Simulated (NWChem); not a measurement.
# AlP$_{3}$H$_{6}$; SMILES [PH2][Al]([PH2])[PH2]

```xyz
10

Al     0.0016     0.0012     0.0360
P     -2.0910    -1.0758     0.0373
H     -1.7320    -2.0731    -0.9156
H     -2.6930    -0.2066    -0.9187
P      0.1199     2.3471    -0.0870
H      1.0971     2.5012     0.9389
H     -0.9934     2.5856     0.7702
P      1.9780    -1.2679    -0.0870
H      1.5239    -2.3120     0.7700
H      2.6730    -0.5635     0.9386
```
Atoms are numbered in this order, from 1.

Results from NWChem. Structure relaxed at the B3LYP/6-31G* (spherical d) level.

For level B3LYP/def2-SVP:

```yaml
highest occupied level (eV): -6.72
orbital gap (eV): 5.09
```

Problem. What are these values for level PW6B95/def2-SVP?

Solution. The highest occupied level (eV) comes out as -7.02 and the orbital gap (eV) is 5.50.
